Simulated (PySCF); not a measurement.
Computed shifts of a molecule C4H10OSi, PBE0/pcSseg-1 (PySCF), GIAO, gas phase, atoms alike by connectivity averaged where their shifts nearly agree, in ppm (number of nuclei): ¹³C: 159.5 (1), 133.1 (1), 29.3 (1), 13.4 (1). ²⁹Si: -21.5 (1). ¹H: 6.26 (2), 5.28 (1), 5.19 (1), 2.29 (2), 1.46 (3), 1.07 (1). References: ¹³C against TMS (σ = 186.3 ppm); ²⁹Si against TMS (σ = 352.7 ppm); ¹⁷O against H2O (σ = 334.2 ppm); ¹H against TMS (σ = 31.56 ppm), references at their B3LYP-D3(BJ)/def2-TZVP geometries, non-relativistic. Geometry: B3LYP-D3(BJ)/def2-SVP. One conformer was computed; it need not be the lowest.

**Question.** Which structure fits?
(A) C[C@@H]1[C@@H](O)[C@@H]1[SiH3]
(B) C=C[C@@H]([SiH3])OC
(C) C=C(CC)[SiH2]O
(D) C[C@H]1O[SiH2][C@@H]1C

**Answer.** C, C=C(CC)[SiH2]O
